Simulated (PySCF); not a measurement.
**Peak assignment**

Structure with atom numbers: `[CH2:1]=[C:2]([CH3:3])[O:4][Si@@H:5]1[SiH2:6][CH2:7][Si@@H:8]1[C:9]#[N:10]`; H(Xn) means a hydrogen on atom n. Ha(C1) is cis to C3; Ha(Si6), Ha(C7) are cis to O4 on the ring; Hb(C1) is trans to C3; Hb(Si6), Hb(C7) are trans to O4 on the ring.

Theoretical values (PySCF 2.14.0 with density-fitted response routines): GIAO PBE0/pcSseg-1 shieldings, GFN2-xTB structure. Equivalent nuclei averaged, relativity neglected, in vacuum, single conformer.

Shifts are taken against calculated references (same method and geometry level): TMS for $^{13}$C (σ = 186.93 ppm), $^{1}$H (σ = 31.72 ppm).

Task: Assign these signals to the numbered atoms. $^{13}$C{$^{1}$H} NMR (computed): δ 160.5 (C), 127.7 (C), 99.9 (CH2), 24.0 (CH3), -8.8 (CH2).

Result: 
160.5 → C2, alkene carbon bearing oxygen: an sp2 carbon further deshielded by the attached heteroatom
127.7 → C9, nitrile carbon: this is the usual window of a C≡N carbon, which has no attached hydrogen
99.9 → C1, β carbon of an enol-ether or enamine type C=C: the O or N lone pair pushes π density onto this β carbon and shields it
24.0 → C3, allylic methyl carbon: saturated and bonded to C and H only
-8.8 → C7, sp3 CH2 bonded to 2 Si: an electropositive neighbour leaves it electron-rich and shielded

Task: Assign these signals to the numbered atoms. $^{1}$H NMR (600 MHz, computed): δ 6.34 (m, 1H), 5.10 (m, 1H), 4.99 (m, 1H), 4.68 (m, 1H), 4.61 (m, 1H), 4.49 (m, 1H), 2.31 (s, 3H), 0.74 (m, 1H), 0.55 (m, 1H).

Result: 
| δ (ppm) | atoms | environment | reason |
| --- | --- | --- | --- |
| 6.34 | H(Si5) | hydrogen on a silicon bonded to O, 2 Si, in a 4-membered ring | – |
| 5.10 | H(Si8) | hydrogen on a silicon bonded to 2 C, Si, in a 4-membered ring | – |
| 4.99 | Ha(Si6) | hydrogen on a silicon bonded to C, Si, in a 4-membered ring | – |
| 4.68 | Hb(Si6) | hydrogen on a silicon bonded to C, Si, in a 4-membered ring | – |
| 4.61 | Hb(C1) | hydrogen on a β carbon of an enol-ether or enamine type C=C | lone-pair donation from O or N shields it, upfield of ordinary alkene protons |
| 4.49 | Ha(C1) | hydrogen on a β carbon of an enol-ether or enamine type C=C | – |
| 2.31 | H(C3) | hydrogen on an allylic methyl carbon | allylic position |
| 0.74 | Ha(C7) | hydrogen on an sp3 CH2 bonded to 2 Si | an electropositive neighbour shields it, as in TMS itself |
| 0.55 | Hb(C7) | hydrogen on an sp3 CH2 bonded to 2 Si | – |

H(Si8) and Ha(Si6); Hb(Si6) and Hb(C1); Hb(C1) and Ha(C1) lie closer than the usual error of such a calculation, so a measured spectrum could show them in the other order.

Shifts are as computed. Against solution values, carbons near 30 ppm lie about +3 ppm off and those near 130 ppm about +5 ppm. Of 1211 compounds with measured shifts, 218 miss one by over three times the rms of a fit or turn the order of signals round; such compounds aren't used in these exercises. No couplings were computed; multiplicities are counted from neighbouring protons, with m where these are inequivalent, close in shift, in a saturated or five-membered ring or joined by F or P, and br s for small geminal =CH2 splittings.
